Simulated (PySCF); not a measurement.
C3H2F5O (SMILES OC([C](F)F)C(F)(F)F), doublet, at a GFN2-xTB geometry, with bond 4-3 at 1.6 times its length. Base run: DF-HF/6-31G* in PySCF.

The PySCF input:
```python
from pyscf import gto, scf

mol = gto.M(
    atom='''
O    -0.63380311   -1.46610385   -0.78134352
C    -0.37897747   -0.56001167    0.25840798
C    -1.19992583    0.69515756    0.17148706
F    -1.34932492    1.69028793   -1.69804830
F    -2.39602052    0.66490069    0.76853333
C     1.12160669   -0.21671759    0.16596184
F     1.45372352    0.33872686   -0.99253291
F     1.46237622    0.64528062    1.13479504
F     1.87496103   -1.30217874    0.32928813
H    -1.55527008   -1.75508341   -0.76677360
H    -0.54618542   -1.00124660    1.25438119
''',
    basis='6-31g*',
    spin=1,
    verbose=4,
)

mf = scf.UHF(mol)
mf = mf.density_fit(auxbasis='def2-universal-jkfit')
mf.kernel()
```

Variants of this job, named by their change:

| change | ΔE vs base (mEh) | SCF cycles | <S^2> | outcome |
|---|---|---|---|---|
| base | 0.000 | 24 | 0.767 | converged |
| diis_space = 2 | - | 50 | - | not converged |
| level_shift = 0.5 (with mf.max_cycle = 100) | 0.000 | 50 | 0.767 | converged |
| init_guess = huckel | 0.000 | 25 | 0.767 | converged |
| init_guess = 1e | 0.000 | 34 | 0.767 | converged |
| solver = newton | -41.215 | - | 1.298 | another SCF solution |
| diis_space = 4 | 0.000 | 50 | 0.767 | converged |
| conv_tol = 1e-4 | 0.176 | 12 | 0.770 | converged |
| solver = newton; init_guess = 1e | -9.203 | - | 1.287 | another SCF solution |
| init_guess = atom | 0.000 | 25 | 0.767 | converged |
| conv_tol_grad = 1e-7 | 0.000 | 38 | 0.767 | converged |
| damp = 0.5; diis_start_cycle = 5 | 0.000 | 29 | 0.767 | converged |
| diis = off; damp = 0.6 (with mf.diis_start_cycle = 200; with mf.max_cycle = 150) | - | 150 | - | not converged |

A guess, shift, damping, solver or small numerical setting can't move a converged solution much, so rows marked as another SCF solution ended in a different state.

Open shells are given as the SCF converged; they aren't shown to be the lowest states, and a large step between rows can be another state.
